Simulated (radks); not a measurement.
Task: The table gives one normalised radial function P(r) = r R(r) of Mg4+ in [He] 2s2 2p4 (r in bohr). Method: scalar-relativistic Kohn-Sham, PBE, spin-unpolarised, spherical densities, point nucleus; computed with a radial shooting solver on a logarithmic mesh with Libxc functionals.

r,P
0.006637,0.4979
0.009362,0.6788
0.01321,0.9132
0.01878,1.2130
0.02649,1.5582
0.03736,1.9281
0.05312,2.2708
0.07494,2.4734
0.1057,2.4314
0.1503,2.0608
0.212,1.4343
0.2991,0.7585
0.4252,0.2670
0.5998,0.0564
0.8461,0.0057
1.203,0.0002
1.697,0.0000
2.394,0.0000
3.404,0.0000
4.801,0.0000

Which n and l does it have? It may be an empty orbital.

Result: n = 1, l = 0: the number of nodes gives n - l - 1 = 0, the rise at small r (about r^(l+1)) gives l, and the extent must fit the shell. The curve is that of 1s. 1s: eigenvalue -1359.1 eV, 0 radial nodes, <r> = 0.130 bohr, 90 % of the charge inside 0.233 bohr.
